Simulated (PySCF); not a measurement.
Al(CF3)(Me)2 (C3H6AlF3), SMILES F[C]([Al]([CH3])[CH3])(F)F.

Geometry optimised at ωB97X-D3(BJ)/def2-SVP.

Calculation: TDA-PBE/def2-SVPD (PySCF 2.14.0).

Vertical excitations. Gas-phase values at a fixed geometry.

Problem. Estimate the UV-visible absorptions. (The exact figures need the calculation; the answer reports its results.)

Solution. 
| state | energy (eV) | λ (nm) | f | main pairs |
|---|---|---|---|---|
| S1 | 4.95 | 250 | 0.001 | HOMO→LUMO 99 % |
| S2 | 5.11 | 243 | 0.001 | HOMO−1→LUMO 100 % |
| S3 | 6.02 | 206 | 0.017 | HOMO→LUMO+1 98 % |
| S4 | 6.33 | 196 | 0.110 | HOMO−1→LUMO+1 96 % |
| S5 | 7.20 | 172 | 0.047 | HOMO→LUMO+2 78 %, HOMO−2→LUMO 18 % |
| S6 | 7.28 | 170 | 0.022 | HOMO−2→LUMO 80 %, HOMO→LUMO+2 17 % |
| T1 | 4.58 | 271 | 0 | HOMO→LUMO 100 % |
| T2 | 4.80 | 258 | 0 | HOMO−1→LUMO 100 % |
Triplets are in the Tamm–Dancoff approximation.
